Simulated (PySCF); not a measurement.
Computed properties of BH2, SMILES [BH2+], charge +1

BH₂, SMILES [BH2+], charge +1. Geometry: r2SCAN-D4/def2-TZVPD. One conformer was computed; it need not be the lowest. All values are computed for the isolated molecule unless a solvent is named; none is compared with measurement here.

**Structure.** The optimised structure has D∞h symmetry. All 4 harmonic modes at r2SCAN-D4/def2-TZVPD (PySCF) are real, so it is a minimum.

**Vibrations.** The strongest infrared lines (harmonic, unscaled, degenerate partners summed) lie at 999 cm⁻¹ (79 km/mol, H 84 %, B 16 %), 2953 cm⁻¹ (33 km/mol, H 84 %, B 16 %). The softest mode is at 999 cm⁻¹ and the zero-point energy is 10.9 kcal/mol.

**Electronic structure.** r2SCAN/def2-TZVPD (PySCF) places the frontier levels at -19.34 and -11.54 eV, a gap of 7.80 eV and a mean polarisability of 9.7 bohr³. PBE/def2-TZVPD (PySCF) at the same geometry gives -18.96 and -12.11 eV, so its gap is 0.95 eV narrower. An orbital gap is neither the optical nor the fundamental gap.

**Excitations.** TDDFT-PBE0/def2-TZVPD (PySCF) has S1 at 7.29 eV (170 nm, f = 0.000, dark); the most intense of the 10 singlets computed lies at 14.32 eV (f = 0.72). Strengths of degenerate partners are summed. T1 (TDA) is at 6.19 eV. TDDFT-PBE/def2-TZVPD (PySCF) puts S1 at 7.08 eV. No vertical singlet excitation falls in the visible range (under 3.1 eV).

**NMR.** GIAO shifts at KT2/pcSseg-2 (PySCF) (non-relativistic, atoms alike by connectivity averaged): ¹H at 4.8 ppm against TMS; ¹¹B at 84.8 ppm against BF3.
